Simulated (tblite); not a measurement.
Species: C5H13BOS.
Bonds: C1–C2 (double), C2–B3, B3–O4, O4–C5, O4–C6, C2–S7, S7–C8. Hydrogens: H9, H10 on C1; H11, H12 on B3; H13, H14, H15 on C5; H16, H17, H18 on C6; H19, H20, H21 on C8.
Bond orders are those of one Lewis drawing.

Computed with GFN2-xTB (tblite), gas phase: L-BFGS steps from a force-field or distance-geometry start until the largest atomic force falls under 0.01 eV/Å.

Step 7: E = -702.5215 eV
```
atom  x, y, z in Å  |  force x, y, z in eV/Å
C1      1.6777   -0.5388   -1.5975   -0.079  -0.018   0.060
C2      0.9720   -0.2054   -0.5208    0.128  -0.109  -0.113
B3     -0.5617   -0.6585   -0.5280   -0.273  -0.032   0.070
O4     -1.4027    0.0247    0.7701   -0.186  -0.122   0.164
C5     -2.3338   -0.9388    1.2305   -0.046  -0.215  -0.026
C6     -2.1327    1.1891    0.4280    0.009   0.128  -0.091
S7      1.6480    0.5467    0.9385   -0.054  -0.007  -0.194
C8      3.4216    0.7749    0.5916    0.196   0.075   0.055
H9      2.7356   -0.4349   -1.7794   -0.041   0.088   0.151
H10     1.1122   -1.0091   -2.3855    0.174   0.013  -0.150
H11    -0.6393   -1.8473   -0.3575    0.022   0.355  -0.057
H12    -1.1643   -0.2681   -1.4829    0.106  -0.105   0.035
H13    -1.7911   -1.8462    1.4700    0.107  -0.009   0.242
H14    -2.8753   -0.5699    2.1161    0.120  -0.069  -0.306
H15    -3.0152   -1.1884    0.4053   -0.192   0.057   0.278
H16    -2.8262    0.9461   -0.3845   -0.069   0.190   0.008
H17    -2.6950    1.5611    1.2962    0.140  -0.140  -0.101
H18    -1.4544    1.9681    0.0973    0.229  -0.056  -0.038
H19     3.5910    0.9234   -0.4752   -0.096  -0.009   0.232
H20     3.7279    1.6613    1.1435   -0.044   0.015  -0.063
H21     3.9969   -0.0730    0.9648   -0.149  -0.028  -0.154
```

Step 8: E = -702.5465 eV
```
atom  x, y, z in Å  |  force x, y, z in eV/Å
C1      1.6867   -0.5360   -1.5991   -0.147  -0.044   0.077
C2      0.9714   -0.2108   -0.5259    0.113  -0.044  -0.091
B3     -0.5722   -0.6556   -0.5204   -0.032  -0.048  -0.061
O4     -1.4165    0.0180    0.7618   -0.085  -0.037   0.299
C5     -2.3387   -0.9492    1.2357   -0.018  -0.117  -0.025
C6     -2.1329    1.1977    0.4268    0.065  -0.040  -0.099
S7      1.6426    0.5471    0.9287    0.052   0.040  -0.095
C8      3.4241    0.7765    0.5918    0.033   0.029   0.059
H9      2.7458   -0.4341   -1.7808   -0.080   0.105   0.195
H10     1.1259   -1.0051   -2.3886    0.132  -0.030  -0.215
H11    -0.6322   -1.8435   -0.3692   -0.048   0.259   0.025
H12    -1.1594   -0.2737   -1.4813    0.012  -0.039  -0.057
H13    -1.7862   -1.8509    1.4851    0.048   0.063   0.160
H14    -2.8815   -0.5791    2.1178    0.133  -0.023  -0.231
H15    -3.0287   -1.1983    0.4219   -0.202  -0.033   0.182
H16    -2.8278    0.9625   -0.3835   -0.103   0.194  -0.076
H17    -2.6951    1.5759    1.2900    0.157  -0.154  -0.029
H18    -1.4388    1.9655    0.0989    0.180  -0.090  -0.027
H19     3.5897    0.9246   -0.4737   -0.066   0.013   0.175
H20     3.7235    1.6639    1.1446   -0.018  -0.012  -0.047
H21     3.9913   -0.0785    0.9598   -0.126   0.007  -0.121
```

Step 9: E = -702.5637 eV
```
atom  x, y, z in Å  |  force x, y, z in eV/Å
C1      1.6904   -0.5358   -1.6002   -0.131  -0.066   0.031
C2      0.9713   -0.2153   -0.5296    0.028   0.012  -0.040
B3     -0.5800   -0.6534   -0.5155    0.150   0.009  -0.134
O4     -1.4264    0.0130    0.7607    0.026   0.026   0.234
C5     -2.3416   -0.9582    1.2382    0.002  -0.026  -0.020
C6     -2.1314    1.2022    0.4243    0.082  -0.140  -0.069
S7      1.6401    0.5481    0.9203    0.084   0.073   0.000
C8      3.4262    0.7782    0.5934   -0.105  -0.007   0.049
H9      2.7502   -0.4313   -1.7775   -0.084   0.107   0.204
H10     1.1373   -1.0032   -2.3948    0.099  -0.051  -0.229
H11    -0.6288   -1.8355   -0.3758   -0.094   0.096   0.085
H12    -1.1558   -0.2782   -1.4811   -0.055   0.017  -0.110
H13    -1.7816   -1.8533    1.4982    0.008   0.080   0.087
H14    -2.8829   -0.5849    2.1140    0.075   0.028  -0.070
H15    -3.0415   -1.2045    0.4358   -0.184  -0.114   0.083
H16    -2.8307    0.9763   -0.3840   -0.082   0.175  -0.111
H17    -2.6920    1.5814    1.2857    0.147  -0.120   0.026
H18    -1.4252    1.9620    0.0991    0.130  -0.131  -0.011
H19     3.5874    0.9256   -0.4694   -0.028   0.041   0.064
H20     3.7207    1.6661    1.1446    0.012  -0.010  -0.005
H21     3.9856   -0.0825    0.9542   -0.077   0.001  -0.065
```

Q: Estimate the geometry and energy of step 10. (The exact step hangs on the optimiser's Hessian estimate; all steps are aligned on step 9, rigid shifts and turns removed.)

A: E = -702.5776 eV, largest force 0.275 eV/Å
```
atom  x, y, z in Å  |  force x, y, z in eV/Å
C1      1.6916   -0.5370   -1.6014   -0.075  -0.073  -0.031
C2      0.9716   -0.2181   -0.5326   -0.058   0.051   0.000
B3     -0.5830   -0.6519   -0.5149    0.219   0.075  -0.149
O4     -1.4338    0.0094    0.7646    0.100   0.041   0.047
C5     -2.3443   -0.9657    1.2399    0.005   0.043  -0.007
C6     -2.1289    1.2034    0.4211    0.070  -0.155  -0.025
S7      1.6395    0.5504    0.9137    0.043   0.081   0.065
C8      3.4258    0.7794    0.5953   -0.164  -0.020   0.024
H9      2.7519   -0.4271   -1.7708   -0.071   0.099   0.191
H10     1.1485   -1.0026   -2.4042    0.077  -0.052  -0.197
H11    -0.6278   -1.8275   -0.3795   -0.115  -0.057   0.119
H12    -1.1541   -0.2814   -1.4831   -0.086   0.055  -0.118
H13    -1.7779   -1.8536    1.5104   -0.017   0.063   0.028
H14    -2.8828   -0.5891    2.1101   -0.003   0.074   0.091
H15    -3.0553   -1.2121    0.4487   -0.124  -0.154   0.011
H16    -2.8346    0.9911   -0.3867   -0.018   0.131  -0.095
H17    -2.6865    1.5839    1.2825    0.126  -0.078   0.058
H18    -1.4118    1.9564    0.0992    0.082  -0.167   0.001
H19     3.5851    0.9273   -0.4648    0.001   0.065  -0.042
H20     3.7186    1.6674    1.1446    0.036  -0.002   0.039
H21     3.9794   -0.0856    0.9486   -0.028  -0.021  -0.010
```

The energy changes by -0.0139 eV. The first-order estimate −F·Δx gives -0.0191 eV and the mean of the old and new forces, exact on a quadratic surface, -0.0139 eV. The step makes an angle of 54° with the force vector and moves no atom by more than 0.020 Å.

What follows is the cost of the whole relaxation. Hardware: one thread, Arm Neoverse V1 (aarch64), shared host with 32 logical CPUs at a one-minute load of 34. Cost: 1.1 s.
